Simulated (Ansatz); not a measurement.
Zr(OH)4 (ZrO4H4) was relaxed with PBE-D4 (def2-SVP, def2-SVPD) in Ansatz in these states: charge -1 doublet, neutral singlet. The geometries follow in no particular order.

In the def2 sets Zr takes a core potential; there is no spin–orbit coupling.

A:

```tsv
atom	x (Å)	y (Å)	z (Å)
Zr1	0.161	0.071	0.021
O2	0.843	0.171	1.903
H3	0.299	-0.148	2.648
O4	1.437	-1.094	-0.986
H5	1.225	-1.350	-1.904
O6	0.132	1.936	-0.703
H7	-0.257	2.083	-1.587
O8	-1.593	-0.722	0.646
H9	-2.247	-0.947	-0.037
```

B:

Cartesian coordinates in Å:
```
Zr 0.000 0.000 0.000
O -0.560 -1.629 -0.889
H -0.844 -2.436 -1.333
O 1.934 0.035 0.127
H 2.896 0.048 0.194
O -0.766 0.060 1.779
H -1.144 0.093 2.666
O -0.608 1.534 -1.017
H -0.908 2.295 -1.527
```

Judge from the bond lengths which geometry belongs to which state (an estimate).

A is the charge -1 doublet (Zr1–O8 2.024 Å, Zr1–O2 2.004 Å, Zr1–O4 2.000 Å); B is the neutral singlet (Zr1–O8 1.938 Å, Zr1–O2 1.938 Å, Zr1–O4 1.938 Å).

At PBE-D4/def2-SVPD the highest occupied level of the relaxed charge -1 doublet lies above zero (up to 1.55 eV). By energy differences, losing it releases 0.36 eV (each at its own geometry, to the charge 0 singlet, at PBE0-D4/def2-TZVPD).
